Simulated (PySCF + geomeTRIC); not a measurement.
Species: H₃Al, SMILES `[AlH3]` (charge 0, multiplicity 1).

Task: Give a relaxed geometry from M06-2X/def2-TZVP in PySCF + geomeTRIC.

Result: the end point of this relaxation (outside a Z-matrix the atoms follow the SMILES, hydrogens last).
Z-matrix (Å, degrees):
```
Al
H 1 1.5747
H 1 1.5747 2 120.00
H 1 1.5747 2 120.00 3 -180.00
```
